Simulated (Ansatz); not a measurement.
Geometry optimisation, RHF/cc-pVDZ in Ansatz.

Input:

```yaml
crystal:
  periodic: [false, false, false]
  atoms:
    - { symbol: C, position_ang: [-1.7754, -0.404, -0.0355] }
    - { symbol: Si, position_ang: [-0.1175, -1.0301, -0.2902] }
    - { symbol: C, position_ang: [1.1422, 0.0746, 0.4843] }
    - { symbol: C, position_ang: [1.2615, 1.4944, -0.0409] }
    - { symbol: S, position_ang: [2.4921, 2.0961, -0.9043] }
    - { symbol: H, position_ang: [-1.9362, 0.6382, -0.5194] }
    - { symbol: H, position_ang: [-2.5442, -1.0248, -0.4826] }
    - { symbol: H, position_ang: [-2.0185, -0.2324, 1.0095] }
    - { symbol: H, position_ang: [0.1651, -1.1483, -1.6984] }
    - { symbol: H, position_ang: [-0.0278, -2.3773, 0.3428] }
    - { symbol: H, position_ang: [0.9585, 0.143, 1.5936] }
    - { symbol: H, position_ang: [2.1795, -0.3853, 0.4058] }
    - { symbol: H, position_ang: [0.2412, 2.1212, 0.1503] }
basis:
  gaussian: { orbitals: cc-pVDZ }
hamiltonian:
  xc: hf
relax:
  f_tol: 0.02
  max_steps: 50
output:
  orbitals: {}
```

Launched with:

```bash
$ ansatz run input.yaml --threads 2 --pin off --max-ram 3072MiB --backend cpu --events-out ev --progress --plain --runs-dir out
```

Q: Where does it end, and by what steps?

A: The forces met the threshold. After 12 steps the energy has fallen by 0.626 eV; S5 moved furthest, 0.38 Å.

| step | energy less start (eV) | largest force component (eV/Å) | accepted |
| --- | --- | --- | --- |
| 0 | 0.0000 | 3.139 | yes |
| 1 | -0.3884 | 1.974 | yes |
| 2 | -0.5672 | 0.952 | yes |
| 3 | -0.6099 | 0.352 | yes |
| 4 | -0.6191 | 0.062 | yes |
| 5 | -0.6213 | 0.056 | yes |
| 6 | -0.6227 | 0.103 | yes |
| 7 | -0.6234 | 0.130 | yes |
| 8 | -0.6211 | 0.369 | no |
| 9 | -0.6246 | 0.114 | yes |
| 10 | -0.6139 | 0.385 | no |
| 11 | -0.6255 | 0.061 | yes |
| 12 | -0.6259 | 0.015 | yes |

```xyz
13
Properties=species:S:1:pos:R:3
C -1.836 -0.329 -0.097
Si -0.094 -1.039 -0.275
C 1.229 0.087 0.551
C 1.218 1.473 0.016
S 2.188 2.073 -1.129
H -1.929 0.630 -0.612
H -2.567 -1.015 -0.534
H -2.099 -0.184 0.955
H 0.257 -1.204 -1.709
H -0.008 -2.362 0.405
H 1.015 0.097 1.625
H 2.200 -0.382 0.384
H 0.447 2.120 0.435
```

Run time: 22 s on 2 threads of AMD EPYC 9R14 (Zen 4) (shared host), peak memory 0.28 GiB.
